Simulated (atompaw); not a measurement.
## Sm: PAW (atompaw) pseudisation with PBE, scalar-relativistic reference atom.

atompaw 4.2.0.5 was run on this input:

```
Sm 62
GGA-PBE scalarrelativistic loggrid 2001 logderivrange -5 5 251
6 6 5 4 0 0
6 0 1.5
6 1 0
5 2 0.5
4 3 6
0 0 0
c
c
c
c
v
v
c
c
c
v
v
c
c
v
v
3
3.00 2.65 2.90 2.30
n
n
y
0.2
n
y
0.25
n
modrrkj vanderbiltortho sinc
4 0 troulliermartins
1.90
3.00
2.10
3.00
3.00
3.00
1.25
1.25
PWSCFOUT
UPFDX 0.0125d0 UPFXMIN -7.d0 UPFZMESH 62.d0
END
```

Command:

```bash
atompaw < Sm.input > Sm.log
```

Output (summary file):

```
[... start of the log left out ...]
         rc =    3.0036347465589861
        irc =         1515
   rc_shape =    2.6598152090745120
    rc_vloc =    2.9039001866937508
    rc_core =    2.3081083900620354
   Vloc: Norm-conserving Troullier-Martins with l= 4;e=   0.0000E+00
   Projector type: modified RKKJ projectors + Vanderbilt ortho.
   Sinc^2 compensation charge shape zeroed at   2.6598E+00

 Number of basis functions     8
 No.   n  nodes  l      Energy         Cp coeff         Occ
  1    5    4    0   -0.3134638E+01 -0.2055695E+01  0.2000000E+01
  2    6    5    0   -0.2481023E+00 -0.1904844E+02  0.1500000E+01
  3    5    3    1   -0.1664919E+01 -0.4820571E+01  0.6000000E+01
  4    6    4    1   -0.8186674E-01 -0.1091235E+03  0.0000000E+00
  5    5    2    2   -0.1000579E+00 -0.1794621E+02  0.5000000E+00
  6  999    3    2    0.2000000E+00  0.6729732E-04  0.0000000E+00
  7    4    0    3   -0.1396434E+00  0.2308198E+00  0.6000000E+01
  8  999    1    3    0.2500000E+00  0.1159993E-01  0.0000000E+00

 Eigenvalues of overlap operator (in the basis of projectors):
    1       -1.58580280E-03
    2        3.22045261E-03
    3        4.46194854E-01
    4        1.01863167E+00
    5        3.65886087E+00
    6        1.38972133E+01
    7        3.61276242E+01
    8        1.51623680E+03

The overlap operator has at least one negative eigenvalue!
It might be not positive definite...
Program is stopping.
This probably means that your projectors are too similar
or that your PAW basis is incomplete.
Advice: try to change your input parameters (f.i. : reference energies).
```

The run stopped because the overlap operator built from these waves and projectors is not positive definite.

The run took about 15 s on one core of a shared server CPU.
